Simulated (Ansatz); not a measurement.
Isolated molecules relaxed with PBE0-D4/def2-TZVP in Ansatz; ΔE leaves out vibrations. CCSD(T)/CBS adds triple-zeta CCSD(T) − MP2 to the extrapolated MP2 energy (def2 sets, frozen cores). This one scheme is used for every species. DFT in def2-TZVPP. Each species was taken in one conformer, which may not be the lowest.

`F[SiH2]Cl` + `OBS` → `F[SiH2]OBS` + HCl  (ligand exchange at the Si–Cl bond)

| level | ΔE (kJ/mol) | difference from CCSD(T)/CBS |
| --- | --- | --- |
| PBE-D4 | 5.3 | 10.6 |
| r2SCAN-D4 | 0.1 | 5.4 |
| B2PLYP | -4.2 | 1.1 |
| PBE | 9.3 | 14.6 |
| r2SCAN | 1.4 | 6.7 |
| PBE0 | 6.2 | 11.5 |
| SCS-MP2/def2-TZVPP | -6.9 | -1.6 |
| CCSD/def2-TZVPP | -8.5 | -3.2 |
| CCSD(T)/def2-TZVPP | -7.4 | -2.1 |
| HF/def2-QZVPP | -11.4 | -6.1 |
| CCSD(T)/CBS | -5.3 | 0 |

Largest T1 diagnostic among the species: 0.013.

The D4 term adds −6.2 kJ/mol with B3LYP and −3.7 kJ/mol with PBE0; it sums over pairs of atoms, weighted by their polarisabilities, and B3LYP, whose exchange is more repulsive, gets the larger term. From PBE to PBE0 (25 % exact exchange), in def2-TZVPP and without D4, ΔE moves by −3.1 kJ/mol.

B3LYP here is the variant with VWN-RPA as its local correlation; programs differ in this.
